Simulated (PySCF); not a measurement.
**How methods differ on the ionisation energy of Sm⁵⁴⁺**

Sm⁵⁴⁺ [He] 2s2 2p4 [2p1/2^2 2p3/2^2, M_J = 2] → Sm⁵⁵⁺ [He] 2s2 2p3 [2p1/2^2 2p3/2^1, M_J = 3/2], as a difference of total energies. Computed with PySCF 2.14 in an uncontracted even-tempered set (17 s from 34 bohr⁻², ratio 2.4; 13 p from 45 bohr⁻², ratio 2.4; 5 d from 150 bohr⁻², ratio 2.6; 4 f from 230 bohr⁻², ratio 2.6), with the two-component X2C-1e Hamiltonian. Correlated levels: nothing frozen; the 32 highest virtual spinors dropped. "Screened" scales the spin-orbit matrix elements by Boettger's factors to mimic the two-electron term; Breit and QED terms are absent.

```tsv
method	ionisation energy (eV)
GHF (spin-free)	11223.6
GMP2 (spin-free)	11225.3
GHF (screened spin-orbit)	11069.0
GMP2 (screened spin-orbit)	11068.9
```

For this ion Breit and QED terms and the two-electron picture change, all absent here, outweigh the correlation shift from GHF to GMP2.

The spin-free rows relax to the high-spin LS determinant and lack the spin-orbit shift.

The labels give the starting determinants; with spin-orbit coupling the two ends relaxed to ⟨J²⟩ = 6.00, ⟨L²⟩ = 3.25, ⟨S²⟩ = 1.39 and ⟨J²⟩ = 3.75, ⟨L²⟩ = 2.54, ⟨S²⟩ = 1.49.

For comparison: 11060 ± 5 eV (theoretical estimate listed by NIST; NIST Atomic Spectra Database, ionization energies).
